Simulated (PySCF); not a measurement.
A run for PySCF: R-B3LYP/6-31G* on CH6Si (SMILES C[SiH3]) with ghost functions, monomers drawn apart or pushed together.

```python
from pyscf import gto, scf, dft, mp
from pyscf.data.elements import chemcore

mol = gto.M(
    atom='''
    C     1.03145613   -1.39226590    5.93342829
    Si    0.03108451    0.16894222    6.21627040
    H     1.99225744   -1.33634844    6.44833032
    H     1.22525733   -1.54238690    4.87016416
    H     0.49851366   -2.26831708    6.30744510
    H    -0.23151880    0.36468218    7.66322364
    H    -1.27373803    0.08855712    5.51486102
    H     0.75836862    1.35767441    5.70902713
    ghost-H   -0.61203198    0.30408096    0.13778172
    ghost-H    0.03070897    0.26850090   -0.23557631
    ''',
    basis='6-31g*',
    cart=True,
    charge=0, spin=0, verbose=3, max_memory=1800)
mf = dft.RKS(mol, xc='b3lyp')
mf.conv_tol = 1e-8
mf.max_cycle = 100
mf.kernel()
if not mf.converged:
    mf = mf.newton().run(mf.mo_coeff, mf.mo_occ)
```

Output:

```
converged SCF energy = -331.210732138568
```

The calculation finished and met its thresholds.

Cost: roughly 3.0 core-seconds.
